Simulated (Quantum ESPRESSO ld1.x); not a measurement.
The numbers below are computed, except where a source is named.
Species: Ag3+. Configuration: [Kr] 4d7.75 5p0.25 (fractional occupations, a model configuration). Level of theory: Dirac Kohn-Sham, BLYP, spin-unpolarised, spherical densities, point nucleus; open shells fill j = l - 1/2 first (ld1.x of Quantum ESPRESSO 7.5).

Normalised radial functions P(r) = r R(r) (large component), r in bohr:

r           4s1/2    4p1/2    4p3/2
0.001645   0.0726   0.0036   0.0014
0.002176   0.0920   0.0053   0.0024
0.002903   0.1162   0.0080   0.0042
0.003871   0.1449   0.0123   0.0073
0.005163   0.1775   0.0191   0.0125
0.006832   0.2110   0.0295   0.0209
0.009112   0.2436   0.0461   0.0349
0.01215    0.2671   0.0716   0.0573
0.01621    0.2702   0.1096   0.0917
0.02145    0.2394   0.1617   0.1403
0.02861    0.1572   0.2318   0.2080
0.03815    0.0148   0.3132   0.2896
0.05089   -0.1758   0.3871   0.3688
0.06733   -0.3587   0.4159   0.4098
0.0898    -0.4494   0.3485   0.3619
0.1198    -0.3312   0.1372   0.1726
0.1597     0.0305  -0.2017  -0.1532
0.2114     0.4715  -0.5265  -0.4872
0.2819     0.6874  -0.6264  -0.6241
0.376      0.3730  -0.3070  -0.3542
0.5015    -0.3824   0.3514   0.2757
0.6636    -1.0554   0.9580   0.8973
0.885     -1.2113   1.1641   1.1504
1.18      -0.8443   0.8992   0.9254
1.574     -0.3772   0.4690   0.5034
2.083     -0.1087   0.1671   0.1881
2.778     -0.0170   0.0353   0.0422
3.706     -0.0013   0.0039   0.0051
4.942     0.0000   0.0002   0.0003
6.539     0.0000   0.0000   0.0000
8.722     0.0000   0.0000   0.0000

4s1/2: eigenvalue -135.05 eV, 3 radial nodes at r = 0.0391, 0.157, 0.438 bohr, <r> = 0.904 bohr, 90 % of the charge inside 1.31 bohr. 4p1/2: eigenvalue -101.76 eV, 2 radial nodes at r = 0.136, 0.435 bohr, <r> = 0.965 bohr, 90 % of the charge inside 1.42 bohr. 4p3/2: eigenvalue -96.492 eV, 2 radial nodes at r = 0.141, 0.447 bohr, <r> = 0.994 bohr, 90 % of the charge inside 1.46 bohr.
